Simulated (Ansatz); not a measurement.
Gas-phase electronic energies from Ansatz, PBE0-D4/def2-TZVP geometries. CBS: MP2 limit from def2 TZ/QZ plus the TZ coupled-cluster correction, frozen cores. DFT in def2-TZVPP. B3LYP here is the variant with VWN-RPA as its local correlation; programs differ in this. For Ge outer-core shells are correlated without core-valence functions, which leaves a few kJ/mol of doubt a bond. Scalar relativity is left out up to krypton. One conformer a species, not always the lowest.

`N[SiH2][GeH2][SH]` + `CC(F)C=N` → `CC(F)[SiH2]N` + `N=[CH][GeH2][SH]`  (formal exchange of groups at the Si–Ge bond)

```
             level  ΔE (kJ/mol)
            B2PLYP         40.2
               PBE         48.6
             B3LYP         41.8
    MP2/def2-TZVPP         38.6
SCS-MP2/def2-TZVPP         36.5
SCS-MP2/def2-QZVPP         36.1
      HF/CBS(def2)         41.4
     MP2/CBS(def2)         38.8
```

Question: What does CCSD(T)/CBS give? (An estimate is asked.)

Answer: Computed: +40.8 kJ/mol. The listed levels differ from it by -0.6, 7.8, 1.0, -2.2, -4.3, -4.7, 0.6, -2.0 kJ/mol.

Largest T1 diagnostic among the species: 0.012.
